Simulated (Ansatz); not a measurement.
Born–Oppenheimer molecular dynamics of Cl$_{2}$H$_{4}$O$_{2}$Si$_{2}$ (10 atoms, charge 0, multiplicity 1). It starts from a partly relaxed structure (largest force component 0.06 eV/Å).

Computed with RKS LDA/def2-SVP in Ansatz.

```
ensemble                      : NVE (velocity Verlet)
time step                     : 0.5 fs
steps asked                   : 150
starting velocities drawn for : 2000 K
seed                          : 920131
```

First frame:

```xyz
10
Properties=species:S:1:pos:R:3
Si -0.022 -0.328 -0.034
O -0.279 -0.769 1.512
Si -1.380 -0.333 2.697
H -2.784 -0.568 2.210
H -1.093 -1.201 3.886
H -1.202 1.116 3.059
O 1.517 0.178 -0.247
H 2.033 -0.315 -0.911
Cl -1.321 1.195 -0.455
Cl -0.393 -1.907 -1.279
```

**Question.** How far do the bonds stretch over the last three quarters of this one trajectory? (Pairs bonded in most of those frames.)

**Answer.** 
```csv
bond,mean (Å),spread (Å),shortest,longest
Si1–O2,1.668,0.099,1.51,1.83
Si1–O7,1.636,0.015,1.61,1.66
Si1–Cl9,2.075,0.078,1.96,2.19
Si1–Cl10,2.123,0.121,1.87,2.26
O2–Si3,1.721,0.061,1.61,1.82
Si3–H4,1.519,0.037,1.45,1.57
Si3–H5,1.515,0.064,1.42,1.61
Si3–H6,1.517,0.068,1.41,1.62
O7–H8,0.984,0.014,0.96,1.01
```

Mean temperature of the second half: 921 K. The conserved energy stayed within 0.31 meV per atom of its start (net change 0.22 meV per atom), so the integration is sound. Over the second half the temperature averaged 0.46 of the 2000 K drawn at the start: a run that starts near a minimum puts about half its kinetic energy into the potential. A run of 0.075 ps of so small a system gives no equilibrium averages.

Time of the run: 3.8 min on 2 threads of Arm Neoverse V2, with other jobs on the host, peak memory 0.16 GiB.
